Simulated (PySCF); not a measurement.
Ligand exchange on a metal centre used in film growth or etching (Ta OH-NH2). All species are isolated molecules in the gas phase. One relaxed conformer stands for each flexible species; it need not be the lowest.

The HOMO–LUMO gap from two functionals at the same geometries (BP86-D3(BJ)/def2-SVP), both in PySCF: PBE-D3(BJ)/def2-TZVP and TPSSh-D3(BJ)/def2-TZVP. 

```tsv
species	PBE-D3(BJ)/def2-TZVP (eV)	TPSSh-D3(BJ)/def2-TZVP (eV)
0 of 5 OH replaced by NH2 ([Ta(OH)5])	5.08	6.25
2 of 5 OH replaced by NH2 ([Ta(OH)3(NH2)2])	3.91	4.98
3 of 5 OH replaced by NH2 ([Ta(OH)2(NH2)3])	4.11	5.17
4 of 5 OH replaced by NH2 ([Ta(OH)(NH2)4])	3.69	4.73
```

Over these rows, drawn at random from the members with no instability flagged (it was tested for open shells, ions and some series alone), PBE minus TPSSh-D3(BJ): mean -1.09 eV, from -1.17 eV to -1.05 eV.
